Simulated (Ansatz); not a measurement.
Process, species as SMILES: [SeH] (SeH) → H atom + Se atom
B3LYP-D3(BJ)/def2-TZVP geometries, fixed; electronic energies without zero-point terms.

Basis-set convergence of the atomisation energy at PBE0 with Ansatz (a first-principles code). Cartesian d functions, on some or all atoms, in 6-31G*; all else is spherical. The program fits the integrals of some runs and decomposes those of others, by size. Open shells are unrestricted. No added dispersion term, no relativity. Functions are those of the species that has most. Reference: the value in aug-cc-pV5Z, 77.42 kcal/mol, itself unsure by roughly 0.06 kcal/mol (its mean distance from pcseg-4, aug-pcseg-3, aug-cc-pVQZ). Deviations are taken from unrounded values.

```
basis        functions  atomisation energy (kcal/mol)  minus reference (kcal/mol)
-----------  ---------  -----------------------------  --------------------------
STO-3G              19                          95.55                       18.13
pcseg-0             24                          66.67                      -10.75
cc-pVDZ             32                          76.40                       -1.02
def2-SV(P)          34                          74.24                       -3.18
6-31G*              37                          75.22                       -2.20
def2-SVP            37                          76.92                       -0.49
def2-SVPD           49                          77.45                        0.04
6-311G**            50                          76.75                       -0.67
def2-TZVPD          66                          77.29                       -0.13
aug-cc-pVTZ         82                          77.25                       -0.17
def2-QZVPP         119                          77.37                       -0.05
aug-pcseg-3        142                          77.35                       -0.07
aug-cc-pV5Z        220                          77.42                        0.00
```
